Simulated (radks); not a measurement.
The numbers below are computed, except where a source is named.
Isoelectronic series with 20 electrons, each ion in its NIST ground configuration. Level of theory: Dirac Kohn-Sham, PBE, spin-unpolarised, spherical densities, finite nucleus; open shells fill j = l - 1/2 first; Fermi nuclear charge, rms radius of each element as measured or else 0.836 A^(1/3) + 0.57 fm (a radial shooting solver on a logarithmic mesh with Libxc functionals). Total energies (hartree) and orbital eigenvalues (eV) (* marks an orbital that is empty in some or all of the ions):

[
 {"ion": "Ca", "configuration": "[Ar] 4s2", "E (hartree)": "-680.32856", "4s1/2*": "-3.7662", "3p3/2": "-27.8770"},
 {"ion": "Sc+", "configuration": "[Ar] 3d1 4s1", "E (hartree)": "-763.80850", "4s1/2*": "-9.7254", "3p3/2": "-40.4372"},
 {"ion": "Ti2+", "configuration": "[Ar] 3d2", "E (hartree)": "-852.80471", "4s1/2*": "-16.8895", "3p3/2": "-54.5217"},
 {"ion": "V3+", "configuration": "[Ar] 3d2", "E (hartree)": "-947.14667", "4s1/2*": "-27.7519", "3p3/2": "-76.9764"},
 {"ion": "Cr4+", "configuration": "[Ar] 3d2", "E (hartree)": "-1046.79536", "4s1/2*": "-40.6728", "3p3/2": "-103.0637"},
 {"ion": "Mn5+", "configuration": "[Ar] 3d2", "E (hartree)": "-1151.75190", "4s1/2*": "-55.5377", "3p3/2": "-132.5254"},
 {"ion": "Fe6+", "configuration": "[Ar] 3d2", "E (hartree)": "-1262.02381", "4s1/2*": "-72.2874", "3p3/2": "-165.2460"},
 {"ion": "Co7+", "configuration": "[Ar] 3d2", "E (hartree)": "-1377.62201", "4s1/2*": "-90.8869", "3p3/2": "-201.1629"},
 {"ion": "Ni8+", "configuration": "[Ar] 3d2", "E (hartree)": "-1498.56013", "4s1/2*": "-111.3143", "3p3/2": "-240.2384"},
 {"ion": "Cu9+", "configuration": "[Ar] 3d2", "E (hartree)": "-1624.85283", "4s1/2*": "-133.5555", "3p3/2": "-282.4478"},
 {"ion": "Zn10+", "configuration": "[Ar] 3d2", "E (hartree)": "-1756.51743", "4s1/2*": "-157.6016", "3p3/2": "-327.7745"},
 {"ion": "Ga11+", "configuration": "[Ar] 3d2", "E (hartree)": "-1893.57174", "4s1/2*": "-183.4471", "3p3/2": "-376.2070"},
 {"ion": "Ge12+", "configuration": "[Ar] 3d2", "E (hartree)": "-2036.03514", "4s1/2*": "-211.0892", "3p3/2": "-427.7371"},
 {"ion": "As13+", "configuration": "[Ar] 3d2", "E (hartree)": "-2183.92859", "4s1/2*": "-240.5270", "3p3/2": "-482.3594"},
 {"ion": "Se14+", "configuration": "[Ar] 3d2", "E (hartree)": "-2337.27330", "4s1/2*": "-271.7611", "3p3/2": "-540.0702"},
 {"ion": "Br15+", "configuration": "[Ar] 3d2", "E (hartree)": "-2496.09236", "4s1/2*": "-304.7932", "3p3/2": "-600.8674"},
 {"ion": "Kr16+", "configuration": "[Ar] 3d2", "E (hartree)": "-2660.40949", "4s1/2*": "-339.6263", "3p3/2": "-664.7497"},
 {"ion": "Rb17+", "configuration": "[Ar] 3d2", "E (hartree)": "-2830.24981", "4s1/2*": "-376.2639", "3p3/2": "-731.7170"},
 {"ion": "Sr18+", "configuration": "[Ar] 3d2", "E (hartree)": "-3005.63924", "4s1/2*": "-414.7104", "3p3/2": "-801.7700"},
 {"ion": "Zr20+", "configuration": "[Ar] 3d2", "E (hartree)": "-3373.17542", "4s1/2*": "-497.0513", "3p3/2": "-951.1382"},
 {"ion": "Nb21+", "configuration": "[Ar] 3d2", "E (hartree)": "-3565.37930", "4s1/2*": "-540.9575", "3p3/2": "-1030.458"}
]
